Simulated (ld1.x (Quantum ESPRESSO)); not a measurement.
**Before and after: ultrasoft potential for platinum**

- Element: platinum (Pt)
- Generator: ld1.x (Quantum ESPRESSO) 7.5
- Type: ultrasoft
- Functional: BLYP
- Relativity: scalar-relativistic
- Frozen core: [Xe] 4f14
- Valence charge: 10
- Reference configuration: 5d9 6s0.75 6p0 (charge +0.25)
- Partial waves: 6s (bound): rcut 1.55, rcutus 2.15 bohr; 6s channel at 0.1 Ry: rcut 1.55, rcutus 2.15 bohr; 6p (bound, empty): rcut 3.35, rcutus 4.10 bohr; 6p channel at 2.9 Ry: rcut 3.35, rcutus 4.10 bohr; 5d (bound): rcut 1.15, rcutus 1.45 bohr; 5d channel at 1.15 Ry: rcut 1.15, rcutus 1.45 bohr
- Local potential: all-electron potential smoothed inside 1.95 bohr (lloc = -1)
- Core correction: Bessel-smoothed model core, default radius (core density twice the valence density)
- Augmentation charge: PSQ, radius 0.90 bohr

Change: waves 6s (bound): rcut 1.55, rcutus 2.94 bohr; 6s channel at 0.1 Ry: rcut 1.55, rcutus 2.94 bohr.

Cutoffs: the cutoffs (Ry, on a coarse ladder) from which the occupation-weighted sum of valence levels, in a spherical-Bessel basis at the reference potential, stays within 10 and 1 mRy of its value at 400 Ry; they do not see the model core or the augmentation charge, which bear on the density cutoff. Errors are all-electron minus pseudo energies relative to the spin-unpolarised reference configuration.

Task: How do hardness, ghosts and transferability respond?

Result: The potential gets neither clearly harder nor softer (50 Ry and 90 Ry → 50 Ry and 90 Ry); both files keep a bound ghost (s); the number of tests with a reliable result goes from 7 to 5 (the test run of the changed file stopped, so its transferability is not established); of the 5 tests that both files solve, the error grows in 5 and shrinks in 0 by more than 15 % and 0.3 meV (median size 6.5 → 128.6 meV). More of the atom is replaced by a form fitted at one configuration, so other configurations suffer.

| quantity | base | changed |
| --- | --- | --- |
| cutoff, loose | 50 Ry | 50 Ry |
| cutoff, tight | 90 Ry | 90 Ry |
| bound ghosts | s | s |
| tests with a reliable result | 7 of 7 | 5 of 7 (the test run stopped) |
| error for 5d9 6s1 6p0, meV [ΔE -1.63 eV] | +0.4 | -12 |
| error for 5d9 6s0 6p0, meV [ΔE 7.61 eV] | -6.5 | -129 |
| error for 5d8 6s0 6p0, meV [ΔE 27.49 eV] | -39 | -147 |
| error for 5d10 6s0 6p0, meV [ΔE -1.54 eV] | -19 | -144 |
| error for 5d9 6s0 6p1, meV [ΔE 3.40 eV] | -2.9 | -118 |
| s: phases at 4.42 bohr within 0.05 rad from the reference energy up to (Ry; the scan ends near 5) | 3.7 | 3.5 |
| p: phases at 4.42 bohr within 0.05 rad from the reference energy up to (Ry; the scan ends near 5) | 1.1 | 1.1 |
| d: phases at 4.42 bohr within 0.05 rad from the reference energy up to (Ry; the scan ends near 5) | to the end of the scan | to the end of the scan |
| lowest overlap eigenvalue by channel | s 0.50, p 0.21, d 0.89 | s 0.22, p 0.21, d 0.89 |

 A true bound ghost makes a file unfit for plane-wave use even where its test errors are small: the radial tests pick states by their node count and pass the ghost by.
